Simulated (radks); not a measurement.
The thulium ion Tm36+, configuration [Ar] 3d10 4s2 4p3 (the NIST ground configuration). All-electron calculation, Dirac Kohn-Sham, BLYP, spin-unpolarised, spherical densities, finite nucleus; open shells fill j = l - 1/2 first; Fermi nuclear charge, rms radius 5.2256 fm. Program: a radial shooting solver on a logarithmic mesh with Libxc functionals. Some entries of the table are withheld. Estimate them.

orbital  occ.  eigenvalue (Ry)  r(max) (bohr)  <r> (bohr)
1s1/2       2        -4464.913        0.01261     0.02001
2s1/2       2        -845.9542        0.07203     0.08420
2p1/2       2              (1)        0.05399     0.06998
2p3/2       4              (2)        0.06030     0.07734
3s1/2       2        -272.3178         0.2021      0.2176
3p1/2       2        -257.5975         0.1896      0.2071
3p3/2       4        -241.8463         0.2024      0.2201
3d3/2       4        -217.1338         0.1590      0.1930
3d5/2       6        -213.6476         0.1626      0.1970
4s1/2       2        -126.4429         0.4343      0.4417
4p1/2       2        -120.2432         0.4307      0.4392
4p3/2       1        -115.2810         0.4512      0.4583
4d3/2       0        -105.2526         0.4351      0.4477
4d5/2       0        -104.1719         0.4408      0.4531
5s1/2       0              (3)         0.7798      0.7590

Answer. 
(1) 2p1/2 eigenvalue (Ry): -812.0512
(2) 2p3/2 eigenvalue (Ry): -739.8202
(3) 5s1/2 eigenvalue (Ry): -73.25617
